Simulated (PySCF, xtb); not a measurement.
In(F)(Br)(vinyl) (C2H3BrFIn), SMILES C=[CH][In]([F])[Br]. The values are those of a single conformer.

Harmonic wavenumbers (cm⁻¹) from xtb with GFN2-xTB at its own minimum, in rising order: 30, 56, 85, 91, 211, 239, 338, 425, 432, 881, 923, 983, 1119, 1364, 1653, 3016, 3042, 3051.

Task: What does PBE-D3(BJ)/def2-SVP (PySCF) give at its own minimum? (An estimate is asked for; the answer gives what the named calculation found.)

Result: 49, 66, 114, 121, 241, 261, 448, 494, 588, 948, 948, 986, 1183, 1361, 1600, 3042, 3103, 3137. Paired by order, the mean absolute difference is 48 cm⁻¹ and the zero-point energies are 25.6 and 26.7 kcal/mol.
